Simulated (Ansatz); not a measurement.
H2Se (hydrogen selenide): from total energies to a heat of formation

H2Se: 3 atoms, total charge 0, spin state singlet. SMILES: `[SeH2]`. The shape is that of a PBE0-D4/def2-TZVP optimisation.

```xyz
3

Se    0.5607   -0.2747    0.2802
H     0.0454    1.0919    0.1439
H    -0.6061   -0.8172   -0.4241
```

Total energies at RPA@PBE/def2-TZVPPD, 9 core orbitals frozen (Ansatz 0.2.0); the atoms run unrestricted:

| species | state | energy (Eh) |
| --- | --- | --- |
| H2Se | singlet | -2401.445449 |
| Se | triplet | -2400.158207 |
| H | doublet | -0.518166 |

Harmonic wavenumbers at PBE0-D4/def2-TZVP, in cm⁻¹: 1062, 2455, 2468.

Measured heats of formation of the gaseous atoms at 298.15 K, in kJ/mol: Se 227.1, H 218.0. Spin-orbit lowering of the atoms at 298 K (mean of the ground term's levels less their thermal mean, from spectra), in kJ/mol: Se 11.30. Take 1 Eh = 2625.50 kJ/mol, 1 cm⁻¹ = 0.0119627 kJ/mol, RT = 2.479 kJ/mol.

What heat of formation follows?


1. Electronic atomisation energy: (-2400.158207) + 2 × (-0.518166) − (-2401.445449) = 0.250910 Eh = 658.8 kJ/mol.
2. Zero-point energy: half the sum of the wavenumbers, 2992.5 cm⁻¹ = 35.8 kJ/mol.
3. Thermal vibrational enthalpy, Σ hcν̃/(exp(hcν̃/kT) − 1): 0.1 kJ/mol. Translation, rotation and pV of a non-linear molecule: 4 RT = 9.9 kJ/mol.
4. The 3 free atoms carry 5/2 RT each: 18.6 kJ/mol.
5. Spin-orbit coupling lowers the free atoms by 11.30 = 11.3 kJ/mol.
6. Atomisation enthalpy at 298 K: 658.8 − 11.3 − 35.8 − 0.1 − 9.9 + 18.6 = 620.3 kJ/mol.
7. Sum of the atoms' heats of formation: 663.1 kJ/mol. Heat of formation: 663.1 − 620.3 = +42.8 kJ/mol.

The tabulated value is +29.7 kJ/mol (CRC Handbook of Chemistry and Physics), so this level is off by +13.1 kJ/mol, or 2.1 % of the atomisation enthalpy that the table implies (633.4 kJ/mol). Relativity is left out. Anharmonicity and any spin-orbit splitting of the molecule are left out, and so is core correlation.
